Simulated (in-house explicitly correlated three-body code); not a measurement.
Computed with an exponentially correlated three-body code. Model: two electrons around a point charge, non-relativistic, variational in 260 exponentially correlated functions (energies converged to about 1e-7 hartree, or 1e-8 relative for large Z).

For two electrons in a singlet the Kohn-Sham orbital is the square root of half the density, so the exact Kohn-Sham potential and energy parts follow from the density alone, and exchange is minus half the Hartree energy. The Kohn-Sham level equals minus the binding energy of the second electron.

Command:
```bash
python run_hyl.py task.json out
```
Settings (lengths in bohr, energies in hartree):
```
Z                      2.12
interaction_strength   1
functions              260
states_tried           13
```

Cost of the run: 31 s on 1 thread of Intel(R) Xeon(R) Platinum 8375C CPU @ 2.90GHz (Ice Lake), on a shared host.

**Those bound S and P states to n = 4 that converged, binding against the one-electron ion.**

Given: nuclear charge 2.12.

Computed: one-electron threshold -2.2472 hartree.

| term | energy (hartree) | binding (eV) | quantum defect |
| --- | --- | --- | --- |
| 1 1S | -3.32331262 | 29.283 | 0.23656 |
| 2 3S | -2.46137574 | 5.828 | 0.28873 |
| 2 1S | -2.42745365 | 4.905 | 0.13465 |
| 2 3P | -2.41420857 | 4.5445 | 0.06209 |
| 2 1P | -2.40237148 | 4.2224 | -0.010468 |
| 3 3S | -2.33198185 | 2.307 | 0.28011 |
| 3 1S | -2.32331292 | 2.0711 | 0.12939 |
| 3 3P | -2.3200238 | 1.9816 | 0.065282 |
| 3 1P | -2.31633081 | 1.8811 | -0.012085 |
| 4 3S | ? | ? | ? |
| 4 1S | -2.28903184 | 1.1383 | 0.12787 |
| 4 3P | ? | ? | ? |
| 4 1P | -2.28615614 | 1.0601 | -0.0125 |

**Question.** What belongs in the row 4 3S?

**Answer.** energy (hartree): -2.29246424; binding (eV): 1.2317; quantum defect: 0.27758.

**Question.** What belongs in the row 4 3P?

**Answer.** energy (hartree): -2.28773055; binding (eV): 1.1029; quantum defect: 0.066205.

**Converged states only, values per electron or pair.**

```json
{"term": "1 1S", "mean r (bohr)": "0.86464", "mean r squared (bohr²)": "1.0297", "mean inverse r (1/bohr)": "1.8083", "mean r12 (bohr)": "1.3192", "mean inverse r12 (1/bohr)": "1.0204", "mean cosine": "-0.060808", "mean p1 dot p2 (bohr⁻²)": "0.1745", "delta r1 (bohr⁻³)": "2.1985", "delta r12 (bohr⁻³)": "0.13586"}
{"term": "2 3S", "mean r (bohr)": "2.3464", "mean r squared (bohr²)": "9.6254", "mean inverse r (1/bohr)": "1.2299", "mean r12 (bohr)": "4.0788", "mean inverse r12 (1/bohr)": "0.29194", "mean cosine": "-0.01549", "mean p1 dot p2 (bohr⁻²)": "0.0086119", "delta r1 (bohr⁻³)": "1.5785", "delta r12 (bohr⁻³)": "-"}
{"term": "2 1S", "mean r (bohr)": "2.7079", "mean r squared (bohr²)": "13.235", "mean inverse r (1/bohr)": "1.2103", "mean r12 (bohr)": "4.7797", "mean inverse r12 (1/bohr)": "0.27659", "mean cosine": "-0.014891", "mean p1 dot p2 (bohr⁻²)": "0.010944", "delta r1 (bohr⁻³)": "1.5647", "delta r12 (bohr⁻³)": "0.011925"}
{"term": "2 3P", "mean r (bohr)": "2.4086", "mean r squared (bohr²)": "10.581", "mean inverse r (1/bohr)": "1.2088", "mean r12 (bohr)": "4.2119", "mean inverse r12 (1/bohr)": "0.29679", "mean cosine": "-0.039967", "mean p1 dot p2 (bohr⁻²)": "-0.084612", "delta r1 (bohr⁻³)": "1.4979", "delta r12 (bohr⁻³)": "-"}
{"term": "2 1P", "mean r (bohr)": "2.6205", "mean r squared (bohr²)": "12.633", "mean inverse r (1/bohr)": "1.1979", "mean r12 (bohr)": "4.5984", "mean inverse r12 (1/bohr)": "0.27434", "mean cosine": "-0.0031065", "mean p1 dot p2 (bohr⁻²)": "0.061759", "delta r1 (bohr⁻³)": "1.5182", "delta r12 (bohr⁻³)": "0.0011378"}
{"term": "3 3S", "mean r (bohr)": "5.327", "mean r squared (bohr²)": "56.571", "mean inverse r (1/bohr)": "1.1304", "mean r12 (bohr)": "9.9824", "mean inverse r12 (1/bohr)": "0.12905", "mean cosine": "-0.0042313", "mean p1 dot p2 (bohr⁻²)": "0.0022268", "delta r1 (bohr⁻³)": "1.5322", "delta r12 (bohr⁻³)": "-"}
{"term": "3 1S", "mean r (bohr)": "5.8851", "mean r squared (bohr²)": "69.813", "mean inverse r (1/bohr)": "1.1252", "mean r12 (bohr)": "11.093", "mean inverse r12 (1/bohr)": "0.12406", "mean cosine": "-0.0044368", "mean p1 dot p2 (bohr⁻²)": "0.0030587", "delta r1 (bohr⁻³)": "1.5297", "delta r12 (bohr⁻³)": "0.0033854"}
{"term": "3 3P", "mean r (bohr)": "?", "mean r squared (bohr²)": "?", "mean inverse r (1/bohr)": "?", "mean r12 (bohr)": "?", "mean inverse r12 (1/bohr)": "?", "mean cosine": "?", "mean p1 dot p2 (bohr⁻²)": "?", "delta r1 (bohr⁻³)": "?", "delta r12 (bohr⁻³)": "-"}
{"term": "3 1P", "mean r (bohr)": "?", "mean r squared (bohr²)": "?", "mean inverse r (1/bohr)": "?", "mean r12 (bohr)": "?", "mean inverse r12 (1/bohr)": "?", "mean cosine": "?", "mean p1 dot p2 (bohr⁻²)": "?", "delta r1 (bohr⁻³)": "?", "delta r12 (bohr⁻³)": "?"}
{"term": "4 3S", "mean r (bohr)": "9.6466", "mean r squared (bohr²)": "194.72", "mean inverse r (1/bohr)": "1.0984", "mean r12 (bohr)": "18.605", "mean inverse r12 (1/bohr)": "0.072129", "mean cosine": "-0.0016956", "mean p1 dot p2 (bohr⁻²)": "0.00087822", "delta r1 (bohr⁻³)": "1.5226", "delta r12 (bohr⁻³)": "-"}
{"term": "4 1S", "mean r (bohr)": "10.403", "mean r squared (bohr²)": "227.55", "mean inverse r (1/bohr)": "1.0962", "mean r12 (bohr)": "20.116", "mean inverse r12 (1/bohr)": "0.06994", "mean cosine": "-0.0018538", "mean p1 dot p2 (bohr⁻²)": "0.0012535", "delta r1 (bohr⁻³)": "1.5219", "delta r12 (bohr⁻³)": "0.0013947"}
{"term": "4 3P", "mean r (bohr)": "10.264", "mean r squared (bohr²)": "223.42", "mean inverse r (1/bohr)": "1.0961", "mean r12 (bohr)": "19.841", "mean inverse r12 (1/bohr)": "0.071979", "mean cosine": "-0.0046176", "mean p1 dot p2 (bohr⁻²)": "-0.0096653", "delta r1 (bohr⁻³)": "1.5143", "delta r12 (bohr⁻³)": "-"}
{"term": "4 1P", "mean r (bohr)": "10.691", "mean r squared (bohr²)": "242.66", "mean inverse r (1/bohr)": "1.0947", "mean r12 (bohr)": "20.69", "mean inverse r12 (1/bohr)": "0.069307", "mean cosine": "-0.00026719", "mean p1 dot p2 (bohr⁻²)": "0.0082751", "delta r1 (bohr⁻³)": "1.5167", "delta r12 (bohr⁻³)": "0.00017234"}
```

**Question.** What belongs in the row 3 3P?

**Answer.** mean r (bohr): 5.6667; mean r squared (bohr²): 65.572; mean inverse r (1/bohr): 1.1248; mean r12 (bohr): 10.665; mean inverse r12 (1/bohr): 0.12922; mean cosine: -0.011239; mean p1 dot p2 (bohr⁻²): -0.023629; delta r1 (bohr⁻³): 1.5112.

**Question.** What belongs in the row 3 1P?

**Answer.** mean r (bohr): 5.9863; mean r squared (bohr²): 73.369; mean inverse r (1/bohr): 1.1216; mean r12 (bohr): 11.293; mean inverse r12 (1/bohr): 0.12278; mean cosine: -0.00069407; mean p1 dot p2 (bohr⁻²): 0.019316; delta r1 (bohr⁻³): 1.517; delta r12 (bohr⁻³): 0.0003896.

**Exact Kohn-Sham parts of the ground state from its density.**

Computed: total energy -3.32331262 hartree; Kohn-Sham kinetic 3.2861 hartree; Hartree energy 2.1997 hartree; exchange energy -1.0999 hartree; kinetic part of the DFT correlation energy 0.037172 hartree; exact minus restricted Hartree-Fock -0.042281 hartree; Kohn-Sham level -29.283 eV; restricted Hartree-Fock level -29.662 eV; dipole polarisability 1.027 bohr³; C6 of two such species 0.94065 hartree·bohr⁶.

**Question.** What is the potential part of the DFT correlation energy?

**Answer.** -0.079504 hartree.

**Question.** What is the DFT correlation energy?

**Answer.** -0.042332 hartree.

**Functionals on the exact density and self-consistent, errors are functional minus exact, hybrids only self-consistent, a dash where a self-consistent run leaves the top level unbound.**

| result | exchange error (millihartree) | correlation error (millihartree) | functional driven error (millihartree) | density driven error (millihartree) | self consistent total error (millihartree) | top level plus exact binding (eV) |
| --- | --- | --- | --- | --- | --- | --- |
| revTPSS | -4.1441 | -4.1222 | -8.2663 | -0.15668 | -8.423 | 8.8195 |
| BP86 | 0.4868 | -1.5072 | -1.0204 | -0.67494 | -1.6953 | 9.4725 |
| LDA PW92 | 152.03 | -73.236 | 78.795 | -1.7456 | 77.05 | 9.9058 |
| PBE | 13.217 | -0.013088 | 13.204 | -0.97614 | 12.228 | 9.5985 |
| r2SCAN0 | - | - | - | - | 0.12802 | 6.3332 |
| SCAN | -5.0743 | 4.0276 | -1.0467 | -0.26128 | -1.308 | 8.7381 |
| BLYP | 0.4868 | -2.1336 | -1.6468 | -1.3628 | -3.0096 | 9.4252 |
| r2SCAN | ? | ? | ? | ? | ? | ? |
| LDA VWN5 | 152.03 | -73.671 | 78.361 | -1.7309 | 76.63 | 9.9005 |
| wB97X | - | - | - | - | -0.77088 | 4.3029 |
| PBE0 | - | - | - | - | 9.5501 | 6.9457 |
| PW91 | 9.8528 | -4.1556 | 5.6972 | -1.0164 | 4.6809 | 9.4806 |
| PBEsol | 62.196 | -10.778 | 51.418 | -1.0175 | 50.4 | 9.8984 |
| AM05 | 116.44 | -58.304 | 58.14 | -1.1793 | 56.961 | 9.9806 |
| M06-L | ? | ? | ? | ? | ? | ? |
| RPBE | -5.7187 | -0.013088 | -5.7318 | -1.0877 | -6.8195 | 9.5277 |
| OLYP | -0.248 | -2.1336 | -2.3816 | -1.3647 | -3.7464 | 9.5255 |
| HSE06 | - | - | - | - | 8.138 | 7.3492 |
| B3LYP VWN-RPA | - | - | - | - | -11.075 | 7.1838 |
| TPSS | -4.7395 | -1.0762 | -5.8157 | -0.26193 | -6.0776 | 9.0051 |

**Question.** What belongs in the row r2SCAN?

**Answer.** exchange error (millihartree): -5.0743; correlation error (millihartree): 4.0276; functional driven error (millihartree): -1.0467; density driven error (millihartree): -0.26128; self consistent total error (millihartree): -1.308; top level plus exact binding (eV): 8.7381.

**Question.** What belongs in the row M06-L?

**Answer.** exchange error (millihartree): -13.035; correlation error (millihartree): 1.7168; functional driven error (millihartree): -11.318; density driven error (millihartree): -2.2963; self consistent total error (millihartree): -13.615; top level plus exact binding (eV): 8.6766.

The density-driven part is never positive, since each functional's own density lowers its energy. Here it is small beside the functional-driven part (median ratio 0.18), the normal case. The correlation energy of density-functional theory lies 0.051 millihartree below exact minus Hartree-Fock, because the Hartree-Fock density, unlike the exact one, minimises the Hartree-Fock energy.
